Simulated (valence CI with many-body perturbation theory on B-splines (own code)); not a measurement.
# Forbidden lines of I⁴⁶⁺

Level of theory: valence CI with perturbative core correlation (CI+MBPT): five valence electrons over a frozen Dirac-Fock core [He], radial functions for each j: 9 s, 9 p, 8 d, 6 f, 3 g, 1 h, with the one-electron correlation potential Σ1, the two-electron term Σ2, the three-electron term Σ3, Breit, model QED; selected CI, second order for the rest (own B-spline code, finite nucleus).

No measured spectrum was set against this ion. As an estimate, large intervals hold to a few tenths of a per cent, small ones and those within an open d or f shell to about a per cent. Among the levels kept, up to 1300 cm⁻¹ of a level comes from second order outside the variational space, and about a tenth of that is noise between levels of different J, which matters for small intervals.

Lines 1 to 44 of 44 in falling wavelength, among levels below 5149.4 eV, chosen from the decays that carry over 1 % of a level's rate. Wavelengths and rates use the calculated energies. Electric multipoles are in the length gauge, E1 and E2 with the static RPA response of the core. S is in atomic units (e²a₀⁴ for E2 and M2, e²a₀⁶ for E3), for M1 in squared Bohr magnetons. Weak lines are less certain than strong ones. Lines between different terms over intervals too small for the method are left out, as are lines whose strength nearly cancels. The highest levels of a list are the least certain.

Levels are named by their leading jj configuration (3d3/2^4 stands for four electrons in 3d with j = 3/2), which in mixed levels can hold well under half, so a name can repeat and another be missing. Letters in brackets count levels of one name in rising energy.

```tsv
λ vac (nm)	Upper	Lower	Type	A (s⁻¹)	S (a.u.)
4.196	(2s^2 2p1/2 2p3/2^2) J=3/2	(2s^2 2p1/2^2 2p3/2) J=3/2	M1	2.63e+08	2.88e+00
4.180	(2s^2 2p3/2^3) J=3/2	(2s^2 2p1/2 2p3/2^2) J=1/2	M1	6.44e+07	6.97e-01
3.934	(2s^2 2p1/2 2p3/2^2) J=5/2	(2s^2 2p1/2^2 2p3/2) J=3/2	M1	4.51e+07	6.10e-01
3.793	(2s^2 2p3/2^3) J=3/2	(2s^2 2p1/2 2p3/2^2) J=5/2	M1	8.41e+07	6.81e-01
3.589	(2s^2 2p1/2 2p3/2^2) J=1/2	(2s^2 2p1/2^2 2p3/2) J=3/2	M1	1.77e+08	6.07e-01
3.577	(2s^2 2p3/2^3) J=3/2	(2s^2 2p1/2 2p3/2^2) J=3/2	M1	3.48e+08	2.36e+00
0.3018	(2s^2 2p1/2 2p3/2 3d5/2) J=9/2	(2s 2p1/2 2p3/2^3) J=5/2	E2	5.32e+08	1.19e-06
0.2805	(2s^2 2p1/2 2p3/2 3p1/2) J=3/2 [a]	(2s^2 2p1/2 2p3/2^2) J=1/2	E2	3.40e+10	2.11e-05
0.2797	(2s^2 2p1/2 2p3/2 3p1/2) J=5/2	(2s^2 2p1/2 2p3/2^2) J=1/2	E2	6.02e+10	5.52e-05
0.2789	(2s^2 2p1/2 2p3/2 3p1/2) J=1/2	(2s^2 2p1/2 2p3/2^2) J=5/2	E2	7.36e+10	2.22e-05
0.2782	(2s^2 2p1/2 2p3/2 3p1/2) J=3/2 [b]	(2s^2 2p1/2 2p3/2^2) J=1/2	E2	2.43e+10	1.45e-05
0.2780	(2s^2 2p1/2^2 3p1/2) J=1/2	(2s^2 2p1/2^2 2p3/2) J=3/2	E2	3.30e+11	9.79e-05
0.2779	(2s^2 2p3/2^2 3p1/2) J=3/2	(2s^2 2p3/2^3) J=3/2	E2	6.80e+10	4.02e-05
0.2778	(2s^2 2p1/2 2p3/2 3p1/2) J=5/2	(2s^2 2p1/2 2p3/2^2) J=5/2	E2	1.90e+11	1.68e-04
0.2777	(2s^2 2p1/2 2p3/2 3p1/2) J=1/2	(2s^2 2p1/2 2p3/2^2) J=3/2	E2	1.09e+11	3.21e-05
0.2776	(2s^2 2p3/2^2 3p1/2) J=5/2	(2s^2 2p3/2^3) J=3/2	E2	1.43e+11	1.27e-04
0.2773	(2s^2 2p1/2 2p3/2 3p1/2) J=3/2 [a]	(2s^2 2p1/2 2p3/2^2) J=3/2	E2	2.09e+11	1.22e-04
0.2766	(2s^2 2p1/2 2p3/2 3p1/2) J=5/2	(2s^2 2p1/2 2p3/2^2) J=3/2	E2	4.67e+10	4.05e-05
0.2764	(2s^2 2p1/2 2p3/2 3p1/2) J=3/2 [b]	(2s^2 2p1/2 2p3/2^2) J=5/2	E2	1.87e+11	1.08e-04
0.2754	(2s^2 2p3/2^2 3p1/2) J=1/2	(2s^2 2p3/2^3) J=3/2	E2	2.04e+11	5.76e-05
0.2745	(2s^2 2p1/2 2p3/2 3p3/2) J=3/2 [a]	(2s^2 2p1/2 2p3/2^2) J=1/2	E2	1.19e+10	6.59e-06
0.2736	(2s 2p1/2^2 2p3/2 3p3/2) J=7/2	(2s 2p1/2^2 2p3/2^2) J=5/2	E2	9.72e+10	1.07e-04
0.2730	(2s 2p1/2^2 2p3/2 3p3/2) J=1/2 [b]	(2s 2p1/2^2 2p3/2^2) J=3/2	E2	1.78e+11	4.82e-05
0.2730	(2s^2 2p1/2 2p3/2 3p3/2) J=1/2 [a]	(2s^2 2p1/2 2p3/2^2) J=5/2	E2	2.82e+10	7.65e-06
0.2726	(2s^2 2p1/2 2p3/2 3p3/2) J=3/2 [a]	(2s^2 2p1/2 2p3/2^2) J=5/2	E2	6.63e+10	3.56e-05
0.2722	(2s^2 2p1/2 2p3/2 3p3/2) J=5/2 [a]	(2s^2 2p1/2 2p3/2^2) J=3/2	E2	8.73e+10	6.99e-05
0.2722	(2s^2 2p1/2 2p3/2 3p3/2) J=7/2	(2s^2 2p1/2 2p3/2^2) J=5/2	E2	1.11e+11	1.19e-04
0.2719	(2s^2 2p1/2^2 3p3/2) J=3/2	(2s^2 2p1/2^2 2p3/2) J=3/2	E2	1.67e+11	8.84e-05
0.2718	(2s^2 2p1/2 2p3/2 3p3/2) J=1/2 [a]	(2s^2 2p1/2 2p3/2^2) J=3/2	E2	1.08e+11	2.87e-05
0.2715	(2s^2 2p1/2 2p3/2 3p3/2) J=3/2 [a]	(2s^2 2p1/2 2p3/2^2) J=3/2	E2	4.03e+10	2.12e-05
0.2711	(2s^2 2p1/2 2p3/2 3p3/2) J=7/2	(2s^2 2p1/2 2p3/2^2) J=3/2	E2	1.29e+10	1.34e-05
0.2705	(2s^2 2p1/2 2p3/2 3p3/2) J=1/2 [b]	(2s^2 2p1/2 2p3/2^2) J=5/2	E2	2.25e+11	5.82e-05
0.2693	(2s^2 2p1/2 2p3/2 3p3/2) J=1/2 [b]	(2s^2 2p1/2 2p3/2^2) J=3/2	E2	1.14e+11	2.90e-05
0.2690	(2s 2p1/2^2 2p3/2 3p3/2) J=1/2 [b]	(2s 2p1/2^2 2p3/2^2) J=5/2	E2	6.20e+10	1.56e-05
0.2683	(2s 2p1/2^2 2p3/2 3d5/2) J=9/2	(2s 2p1/2^2 2p3/2^2) J=5/2	M2	4.60e+09	5.72e-06
0.2667	(2s^2 2p1/2 2p3/2 3d5/2) J=9/2	(2s^2 2p1/2 2p3/2^2) J=5/2	M2	4.46e+09	5.38e-06
0.2667	(2s^2 2p1/2 2p3/2 3d5/2) J=9/2	(2s^2 2p1/2 2p3/2^2) J=5/2	E3	2.59e+08	7.92e-06
0.2576	(2s 2p1/2^2 2p3/2 3d5/2) J=9/2	(2s^2 2p1/2 2p3/2^2) J=5/2	E2	1.25e+09	1.26e-06
0.2553	(2s^2 2p1/2 2p3/2 3p3/2) J=1/2 [a]	(2s^2 2p1/2^2 2p3/2) J=3/2	E2	6.32e+10	1.22e-05
0.2550	(2s^2 2p1/2 2p3/2 3p3/2) J=3/2 [a]	(2s^2 2p1/2^2 2p3/2) J=3/2	E2	1.41e+11	5.41e-05
0.2546	(2s^2 2p1/2 2p3/2 3p3/2) J=7/2	(2s^2 2p1/2^2 2p3/2) J=3/2	E2	1.57e+11	1.20e-04
0.2531	(2s^2 2p1/2 2p3/2 3p3/2) J=1/2 [b]	(2s^2 2p1/2^2 2p3/2) J=3/2	E2	7.66e+10	1.42e-05
0.2498	(2s^2 2p1/2 2p3/2 3d5/2) J=9/2	(2s^2 2p1/2^2 2p3/2) J=3/2	E3	5.07e+08	9.77e-06
0.2426	(2s 2p1/2^2 2p3/2 3d3/2) J=7/2	(2s^2 2p1/2^2 2p3/2) J=3/2	E2	2.83e+11	1.70e-04
```
